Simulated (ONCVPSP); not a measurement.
## manganese: one change to an ONCV potential, before and after

manganese, optimised norm-conserving Vanderbilt (ONCV), made with ONCVPSP 4.0.1 (LDA (Perdew-Zunger), fully relativistic). Core [Ne], reference 3s2 3p6 3d5 4s2. Waves: 3s+4s: rc 1.40 bohr, ncon 4, nbas 8, qcut 7 1/bohr, 2 projectors; 3p: rc 0.85 bohr, ncon 4, nbas 9, qcut 9.1 1/bohr, 2 projectors, debl 0.8 Ha; 3d: rc 0.85 bohr, ncon 4, nbas 9, qcut 10.3 1/bohr, local. Local part: the d channel. Core correction: none.

Open shells are filled in proportion to 2j + 1.

In the p channel the program set the typed energies aside and used -1.986, 0.250 Ha (j = l + 1/2; the other j can differ).

Change: s: rc 2.1.

Cutoffs: the cutoffs (Ha) at which the residual kinetic energy of the hardest occupied pseudo-wave falls to 1 and 0.1 mHa per electron; they do not see the model core or the augmentation charge, which bear on the density cutoff. Errors are all-electron minus pseudo energies relative to the spin-unpolarised reference configuration.

Q: Predict the effect on cutoff, ghosts and configuration errors.

A: The potential gets neither clearly harder nor softer (399 Ha and 458 Ha → 399 Ha and 458 Ha); both files keep a bound ghost (s); of the 4 tests that both files solve, the error grows in 1 and shrinks in 2 by more than 15 % and 0.3 meV (median size 2.3 → 1.5 meV).

| quantity | base | changed |
| --- | --- | --- |
| cutoff, loose | 399 Ha | 399 Ha |
| cutoff, tight | 458 Ha | 458 Ha |
| loose cutoff by channel | s 18 Ha, p 45 Ha, d 399 Ha | s 13 Ha, p 45 Ha, d 399 Ha |
| bound ghosts | s | s |
| GHOST(+) flags under 300 eV | none | none |
| largest miss of a reference level, eV | 0.07 | 0.07 |
| error for 3s2 3p6 3d5 4s1, meV [ΔE 8.65 eV] | +0.7 | +0.5 |
| error for 3s2 3p6 3d5 4s0, meV [ΔE 24.53 eV] | +3.5 | +2.5 |
| error for 3s2 3p6 3d4 4s0, meV [ΔE 57.34 eV] | -3.8 | -9.8 |
| error for 3s2 3p6 3d5 4s0 4p2, meV [ΔE 8.08 eV] | +1.1 | +0.2 |
| p3/2: phases at 0.86 bohr within 0.05 rad from the reference energy up to (Ha; the scan ends near 5) | to the end of the scan | to the end of the scan |
| p1/2: phases at 0.86 bohr within 0.05 rad from the reference energy up to (Ha; the scan ends near 5) | to the end of the scan | to the end of the scan |
| d5/2: phases at 0.86 bohr within 0.05 rad from the reference energy up to (Ha; the scan ends near 5) | to the end of the scan | to the end of the scan |
| d3/2: phases at 0.86 bohr within 0.05 rad from the reference energy up to (Ha; the scan ends near 5) | to the end of the scan | to the end of the scan |

Base: These tests converged, but a pseudo level misses the all-electron one widely, so the file describes the atom poorly there or has found another state: 3s2 3p6 3d5 4s0 4p2: empty 4s by 12.5 eV. Changed file: These tests converged, but a pseudo level misses the all-electron one widely, so the file describes the atom poorly there or has found another state: 3s2 3p6 3d5 4s0 4p2: empty 4s by 12.5 eV. A true bound ghost makes a file unfit for plane-wave use even where its test errors are small: the radial tests pick states by their node count and pass the ghost by.
